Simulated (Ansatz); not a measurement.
Stepwise reaction of `[SiH3]P` with water, as a gas-phase model of exchange steps in deposition or etching. ΔE in kJ/mol; ΔG adds harmonic PBE0-D4 terms to CCSD(T)/CBS, at 1 bar.

Isolated molecules relaxed with PBE0-D4/def2-TZVP in Ansatz; ΔE leaves out vibrations. CBS: MP2 limit from def2 TZ/QZ plus the TZ coupled-cluster correction, frozen cores. This one scheme is used for every species. DFT in def2-TZVPP. B3LYP here is the variant with VWN-RPA as its local correlation; programs differ in this. One conformer a species, not always the lowest.

| step | reaction | PBE-D4 | B3LYP-D4 | ωB97M-V | CCSD(T)/CBS | ΔG(600 K) |
| --- | --- | --- | --- | --- | --- | --- |
| 1 | `[SiH3]P` + H₂O → `OP[SiH3]` + H₂ | 46.8 | 44.6 | 46.9 | 53.1 | 56.9 |

Task: Give the row of step 2, `OP[SiH3]` + H₂O → `O[SiH2]PO` + H₂. (Estimate.)

Result: Ansatz gave: 
| step | reaction | PBE-D4 | B3LYP-D4 | ωB97M-V | CCSD(T)/CBS | ΔG(600 K) |
| --- | --- | --- | --- | --- | --- | --- |
| 2 | `OP[SiH3]` + H₂O → `O[SiH2]PO` + H₂ | -63.2 | -69.8 | -70.4 | -66.9 | -61.4 |

Task: By hand: ΔE of the 2 steps together at CCSD(T)/CBS.

Result: (53.1) + (-66.9) = -13.8 kJ/mol, or -6.9 kJ/mol a step.

In ΔE each step is lower than the one before. ΔG lies between -61.4 and 56.9 kJ/mol a step. PBE-D4 differs from CCSD(T)/CBS by -6.3 to 3.7 kJ/mol a step. Isolated molecules leave out the surface, adducts and barriers. Largest T1 diagnostic: 0.013.
